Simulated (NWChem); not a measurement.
Molecule: SiH₃OF; SMILES O[SiH2]F

```xyz
6

Si    -0.4393     0.0409    -0.0337
O      0.5929    -1.2324    -0.1997
F      0.3762     1.4429    -0.0759
H     -1.3541    -0.0061    -1.1959
H     -1.1430     0.0180     1.2778
H      1.2012    -1.4207     0.5207
```
Atoms are numbered in this order, from 1.

Computed with NWChem. Geometry optimised at PBE0/def2-SVP; all other runs use it. 

```
quantity                                                               level  value
--------------------------------------------------  ------------------------  -----
−ε(HOMO) (eV)                                             CAM-B3LYP/def2-SVP    ___
isotropic polarisability (bohr³), static                 CAM-B3LYP/def2-SVPD    ___
vertical, lowest state with f > 0.02, singlet (eV)  CAM-B3LYP/def2-SVPD, TDA   8.67
solvation free energy (kcal/mol) in n-hexane              PBE0/def2-SVP, SMD   -2.2
dipole (D)                                                     PBE0/def2-SVP   1.67
highest harmonic frequency (cm⁻¹)                              PBE0/def2-SVP    ___
```

**Question.** What belongs in the gaps?

**Answer.** 
- −ε(HOMO) (eV), value: 10.61
- isotropic polarisability (bohr³), static, value: 30.7
- highest harmonic frequency (cm⁻¹), value: 3938
